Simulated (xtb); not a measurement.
acetamide (C₂H₅NO), singlet, from a rough starting geometry; GFN2-xTB run with xtb 6.7.1.

xtb was given this input:
```
$ xtb mol.xyz --gfn 2 --opt vtight --json

# file mol.xyz
9

O      0.67413805     1.72727426    -0.00135883
C      0.39270252     0.54573552    -0.02718819
N      1.27535545    -0.55868089    -0.05697521
C     -1.12497129     0.11034673    -0.00332678
H      0.96721258    -1.46173234     0.16050594
H     -1.77730489     0.92909929    -0.16474136
H     -1.30652951    -0.70143908    -0.77758082
H     -1.35082718    -0.35476641     0.94986454
H      2.27087581    -0.23913306     0.08418997
```

What does xtb print? Leave out banner, timings and long lists.


```
   ID    Z sym.   atoms
    1    8 O      1
    2    6 C      2, 4
    3    7 N      3
    4    1 H      5-9

           -------------------------------------------------
          |                Calculation Setup                |
           -------------------------------------------------

           -------------------------------------------------
          |                 G F N 2 - x T B                 |
           -------------------------------------------------

          ...................................................
          :                      SETUP                      :
          :.................................................:
          :  # basis functions                  21          :
          :  # atomic orbitals                  21          :
          :  # shells                           13          :
          :  # electrons                        24          :
          :  max. iterations                   250          :
          :  Hamiltonian                  GFN2-xTB          :
          :  restarted?                      false          :
          :  GBSA solvation                  false          :
          :  PC potential                    false          :
          :  electronic temp.          300.0000000     K    :
          :  accuracy                    1.0000000          :
          :  -> integral cutoff          0.2500000E+02      :
          :  -> integral neglect         0.1000000E-07      :
          :  -> SCF convergence          0.1000000E-05 Eh   :
          :  -> wf. convergence          0.1000000E-03 e    :
          :  Broyden damping             0.4000000          :
          :  net charge                          0          :
          :  unpaired electrons                  0          :
          ...................................................

 iter      E             dE          RMSdq      gap      omega  full diag
   1    -13.9026571 -0.139027E+02  0.455E+00    4.74       0.0  T
   2    -13.9519562 -0.492991E-01  0.236E+00    4.66       1.0  T
   3    -13.9543602 -0.240394E-02  0.136E+00    4.91       1.0  T
   4    -13.9545697 -0.209539E-03  0.251E-01    4.75       1.0  T
   5    -13.9549797 -0.410008E-03  0.971E-02    4.82       1.0  T
   6    -13.9549810 -0.125627E-05  0.416E-02    4.82       1.0  T
   7    -13.9549840 -0.303284E-05  0.122E-02    4.81       2.7  T
   8    -13.9549844 -0.432284E-06  0.484E-03    4.82       6.9  T
   9    -13.9549845 -0.802804E-07  0.195E-03    4.82      17.1  T
  10    -13.9549845 -0.165033E-07  0.188E-04    4.82     177.0  T
  11    -13.9549845 -0.389022E-10  0.259E-05    4.82    1286.4  T

   *** convergence criteria satisfied after 11 iterations ***

         :::::::::::::::::::::::::::::::::::::::::::::::::::::
         ::                     SUMMARY                     ::
         :::::::::::::::::::::::::::::::::::::::::::::::::::::
         :: total energy             -13.807274846187 Eh    ::
         :: gradient norm              0.116810764683 Eh/a0 ::
         :: HOMO-LUMO gap              4.816578608571 eV    ::
         ::.................................................::
         :: SCC energy               -13.954983538891 Eh    ::
         :: -> isotropic ES            0.038493366416 Eh    ::
         :: -> anisotropic ES          0.003359745872 Eh    ::
         :: -> anisotropic XC          0.005304516754 Eh    ::
         :: -> dispersion             -0.003435931314 Eh    ::
         :: repulsion energy           0.147708692704 Eh    ::
         :: add. restraining           0.000000000000 Eh    ::
         :: total charge              -0.000000000000 e     ::
         :::::::::::::::::::::::::::::::::::::::::::::::::::::

      -----------------------------------------------------------
     |                   =====================                   |
     |                        A N C O P T                        |
     |                   =====================                   |
[...]
 * total energy  :   -13.8194339 Eh     change       -0.5701096E-04 Eh
 * total energy  :   -13.8194612 Eh     change       -0.2736093E-04 Eh
 * total energy  :   -13.8194788 Eh     change       -0.1755443E-04 Eh
 * total energy  :   -13.8194838 Eh     change       -0.5054457E-05 Eh
 * total energy  :   -13.8194855 Eh     change       -0.1678626E-05 Eh
 * total energy  :   -13.8194883 Eh     change       -0.2739068E-05 Eh
 * total energy  :   -13.8194904 Eh     change       -0.2159911E-05 Eh
 * total energy  :   -13.8194939 Eh     change       -0.3450621E-05 Eh
 * total energy  :   -13.8194964 Eh     change       -0.2489403E-05 Eh
 * total energy  :   -13.8194969 Eh     change       -0.5713829E-06 Eh
 * total energy  :   -13.8194975 Eh     change       -0.5354525E-06 Eh
 * total energy  :   -13.8194975 Eh     change       -0.2147878E-07 Eh
   *** GEOMETRY OPTIMIZATION CONVERGED AFTER 18 ITERATIONS ***
         :: total energy             -13.819497484101 Eh    ::
[...]
         6        2.0000           -0.5398009             -14.6887
         7        2.0000           -0.5394943             -14.6804
         8        2.0000           -0.4879792             -13.2786
         9        2.0000           -0.4770753             -12.9819
        10        2.0000           -0.4764323             -12.9644
        11        2.0000           -0.4196234             -11.4185
        12        2.0000           -0.3958698             -10.7722 (HOMO)
        13                         -0.2045809              -5.5669 (LUMO)
        14                          0.0098838               0.2690
        15                          0.1203190               3.2740
        16                          0.1599130               4.3515
        17                          0.1970110               5.3609
        18                          0.2136639               5.8141
        19                          0.2311409               6.2897
        20                          0.3616855               9.8420
        21                          0.6550747              17.8255
      -------------------------------------------------------------
                  HL-Gap            0.1912890 Eh            5.2052 eV
             Fermi-level           -0.3002254 Eh           -8.1695 eV

     #   Z          covCN         q      C6AA      α(0)
     1   8 O        0.859    -0.424    22.174     6.313
     2   6 C        2.741     0.291    22.065     7.691
     3   7 N        2.640    -0.275    27.112     7.733
     4   6 C        3.757    -0.145    23.349     6.889
     5   1 H        0.861     0.178     1.226     1.735
     6   1 H        0.925     0.071     2.072     2.251
     7   1 H        0.925     0.057     2.231     2.336
     8   1 H        0.925     0.057     2.230     2.335
     9   1 H        0.860     0.190     1.161     1.688

 Mol. C6AA /au·bohr⁶  :        675.331272
 Mol. C8AA /au·bohr⁸  :      14291.067230
 Mol. α(0) /au        :         38.971443

Wiberg/Mayer (AO) data.
largest (>0.10) Wiberg bond orders for each atom

 ---------------------------------------------------------------------------
     #   Z sym  total        # sym  WBO       # sym  WBO       # sym  WBO
 ---------------------------------------------------------------------------
     1   8 O    2.018 --     2 C    1.717     3 N    0.197
     2   6 C    3.947 --     1 O    1.717     3 N    1.237     4 C    0.979
     3   7 N    3.358 --     2 C    1.237     5 H    0.951     9 H    0.944
                             1 O    0.197
     4   6 C    3.994 --     6 H    0.984     2 C    0.979     7 H    0.971
                             8 H    0.971
     5   1 H    0.968 --     3 N    0.951
     6   1 H    0.995 --     4 C    0.984
     7   1 H    0.997 --     4 C    0.971
     8   1 H    0.997 --     4 C    0.971
     9   1 H    0.964 --     3 N    0.944
 ---------------------------------------------------------------------------

Topologies differ in total number of bonds
Writing topology from bond orders to xtbtopo.mol

molecular dipole:
                 x           y           z       tot (Debye)
 q only:       -0.106      -1.397       0.120
   full:       -0.100      -1.715       0.148       4.382
molecular quadrupole (traceless):
                xx          xy          yy          xz          yz          zz
 q only:        3.778      -3.542      -4.031       0.343       0.261       0.254
  q+dip:        4.630      -4.283      -4.977       0.415       0.327       0.347
   full:        4.430      -4.285      -5.273       0.407       0.396       0.843

optimized geometry written to: xtbopt.xyz

           -------------------------------------------------
          | TOTAL ENERGY              -13.819497484101 Eh   |
          | GRADIENT NORM               0.000127179454 Eh/α |
          | HOMO-LUMO GAP               5.205237299346 eV   |
           -------------------------------------------------

normal termination of xtb
```
